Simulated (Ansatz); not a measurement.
C$_{3}$H$_{8}$BClO$_{2}$, SMILES `CC(C)OB(O)Cl`. Charge 0, multiplicity 1.

Cartesian coordinates in Å:
```
C 0.9307 0.3863 -1.2531
C -0.2241 -0.1849 -0.4602
C -0.3540 -1.6832 -0.6059
O -0.0245 0.0931 0.9295
B -0.4504 1.1985 1.5719
O -0.1778 1.3776 2.8859
Cl -1.3854 2.4726 0.7681
H 0.9897 1.4689 -1.1265
H 0.8023 0.1741 -2.3167
H 1.8737 -0.0569 -0.9235
H -1.1546 0.2972 -0.7763
H 0.5614 -2.1800 -0.2757
H -0.5323 -1.9468 -1.6504
H -1.1862 -2.0595 -0.0085
H 0.3314 0.6431 3.2415
```

Give the diagnostics of a CCSD(T)/def2-TZVPP run (frozen core, Ansatz). (An estimate is asked.)

Ansatz gave: T1 = 0.0112, largest single amplitude 0.016, largest double 0.010, (T) share of the correlation energy 3.8 %, 9 CCSD cycles. The RHF solution is stable towards an unrestricted one. T1 lies under the customary mark of 0.02 for closed shells.
